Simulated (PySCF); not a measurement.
Task: What does the PBE0-D3(BJ)/def2-SVP structure of `S(C=C=CO)(C(F)(F)F)(=O)=O` look like in three dimensions?

Result: 
```xyz
14
C4H3F3O3S angstrom
O     -0.0085    1.6036   -1.0261
S     -0.8437    0.4161   -1.0588
O     -1.5513   -0.0270   -2.2488
C      0.0467   -0.9820   -0.3865
C      1.1283   -0.7604    0.3108
C      2.1986   -0.4204    0.9991
O      3.4348   -0.2127    0.5320
C     -2.1612    0.6798    0.2373
F     -3.0258    1.5660   -0.2098
F     -2.7802   -0.4678    0.4715
F     -1.6161    1.1134    1.3597
H     -0.3836   -1.9539   -0.6536
H      2.1265   -0.2951    2.0853
H      3.4337   -0.2614   -0.4328
```

Orientation and origin are arbitrary. Atoms count from 1 in this order. S2 (sulfonyl sulfur) is distorted tetrahedral (angles from 101.6° to 123.2°). The C–S distances run from 1.789 Å (S2–C4, drawn single) to 1.867 Å (S2–C8, drawn single), a spread of 0.078 Å.

Bonds between heavy atoms (Å): O1=S2 1.452, S2=O3 1.454, S2–C4 1.789, C4=C5 1.306, C5=C6 1.317, C6–O7 1.338, S2–C8 1.867, C8–F9 1.316, C8–F10 1.325, C8–F11 1.321.

Method used: PBE0-D3(BJ)/def2-SVP geometry optimisation, gas phase in PySCF.

Point group: C1 (no symmetry element, even within 0.4 Å). No PBE0-D3(BJ)/def2-SVP frequencies stand behind this structure, so it isn't proved a minimum. One conformer, not necessarily the lowest (O1–S2–C4–C5 16°, C5–C6–O7–H 6°).
